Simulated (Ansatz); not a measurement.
Program: Ansatz. Geometries: PBE0-D4/def2-TZVP. ΔE: electronic, gas phase. CCSD(T)/CBS is the MP2 limit (def2-TZVPP, def2-QZVPP) plus CCSD(T) − MP2 in def2-TZVPP, frozen cores. This one scheme is used for every species. DFT in def2-TZVPP. B3LYP here is the variant with VWN-RPA as its local correlation; programs differ in this. No spin–orbit coupling; open shells (•) take unrestricted orbitals. For Ge outer-core shells are correlated without core-valence functions, which leaves a few kJ/mol of doubt a bond. Scalar relativity is left out up to krypton. Each species was taken in one conformer, which may not be the lowest.

Reaction (homolysis of the C–N bond): `C[NH][GeH2][OH]` → `[CH3]`• + `[NH][GeH2][OH]`•

(1) What is ΔE at CCSD(T)/CBS? (Estimate.)

(2) What do these levels give: PBE-D4, B3LYP-D4, ωB97X-V, CCSD/def2-TZVPP, HF/def2-QZVPP, MP2/def2-QZVPP? (Best estimate.)

Largest T1 diagnostic among the species: 0.013.

## Answers

(1) Computed: +4.12 eV.

(2) Computed: PBE-D4 4.07, B3LYP-D4 3.87, ωB97X-V 4.10, CCSD/def2-TZVPP 3.86, HF/def2-QZVPP 2.51, MP2/def2-QZVPP 4.39 eV.

From PBE to PBE0 (25 % exact exchange), in def2-TZVPP and without D4, ΔE moves by −0.06 eV: exact exchange takes away binding that semilocal exchange gives to molecules. In def2-TZVPP, CCSD(T) changes the Hartree–Fock value by +1.48 eV (the triples alone add +0.13 eV) and MP2 by +1.80 eV; breaking electron pairs costs correlation energy, which Hartree–Fock lacks.
